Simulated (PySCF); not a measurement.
C3H8GeSi, SMILES CC1[SiH2][GeH2][CH]=1. Geometry: PBE0-D3(BJ)/def2-SVP. The structure was generated by enumeration, and PubChem lists no compound with its InChIKey, so it may never have been made.

Method: PBE0-D3(BJ)/def2-SVP run with PySCF.

Harmonic wavenumbers (cm⁻¹): 120, 170, 269, 293, 339, 374, 398, 530, 590, 597, 623, 663, 709, 752, 865, 880, 943, 988, 1038, 1113, 1239, 1380, 1444, 1446, 1628, 2138, 2140, 2206, 2211, 3040, 3125, 3141, 3144. Rotational constants (GHz): 4.799, 1.692, 1.300; symmetry number 1.

Task: Work out the zero-point energy and the ideal-gas rigid-rotor harmonic-oscillator thermochemistry at 298.15 K and 1 atm.

Result: ZPE = ½ Σ hcν = ½ × 40535 cm⁻¹ = 242.45 kJ/mol. H − E(el) = 264.24 kJ/mol. Entropy in J/(mol K): translation 170.80, rotation 116.36, vibration 64.55, total 351.72. G − E(el) = 159.38 kJ/mol. Cp = 123.63 J/(mol K). Modes under 150 cm⁻¹ make the vibrational entropy uncertain.
